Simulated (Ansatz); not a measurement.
Cost and result up the ladder for (F)3Ti-O-SiH3 (TiSiOF₃H₃) (9 atoms). The state is a singlet with charge 0. Geometry: r2SCAN-D4/def2-SVP.

```xyz
9

Ti   -0.790    0.134   -1.488
F     0.315   -0.268   -2.775
F    -1.352    1.771   -1.703
F    -2.152   -0.954   -1.538
O     0.030   -0.013    0.066
Si    0.818   -0.140    1.543
H     0.020   -1.023    2.439
H     2.169   -0.726    1.317
H     0.943    1.219    2.139
```

Ansatz on 4 threads of Intel Xeon Platinum 8175M on a shared host. Times are rough, and most runs start from the orbitals of an earlier one. ωB97X-V/def2-TZVP serves as the yardstick here, not as an exact answer. Differences are given only for rows in sets of like size (and for xTB, whose basis is part of the method), since another set adds its own error. Binding counts from free atoms at the same level (Ti triplet, F doublet, O triplet, Si triplet, H doublet; other spins of the atoms weren't run), without zero-point energy or a counterpoise term.

The 6-31G sets use Cartesian d functions. B3LYP takes the VWN-RPA correlation. HSE06 is defined as in plane-wave codes, on full-range PBE exchange. Correlated methods freeze 14 core orbitals; core or outer-core shells of Ti are correlated, in sets that lack core-valence functions. The rows differ in basis, and correlated rows in double-zeta sets carry the largest basis error.

Correlated methods converge slowly with the basis, most of all in double-zeta sets.

```tsv
level	functions	wall time	binding energy per atom (eV)	difference from ωB97X-V/def2-TZVP (eV)
HF/STO-3G	50	0.5 s	4.15	–
HF/6-31G	84	1.2 s	2.52	–
PBE-D4/def2-SVP	120	1.7 s	4.48	–
PBE0-D4/def2-SVP	120	2.7 s	4.20	–
B3LYP-D4/6-31G	84	2.7 s	4.02	–
HF/def2-TZVP	224	4.3 s	2.91	-1.35
HSE06-D4/def2-TZVP	224	6 s	4.20	-0.07
MP2/def2-TZVP	224	6.5 s	4.30	0.04
HF/def2-TZVPD	278	8 s	2.92	-1.34
PBE0-D4/def2-TZVP (with forces)	224	8.5 s	4.19	-0.07
PBE0-D4/def2-TZVPD	278	12 s	4.20	-0.07
ωB97X-V/def2-TZVP	224	14 s	4.26	0.00
CCSD(T)/def2-SVP	120	22 s	4.01	–
```
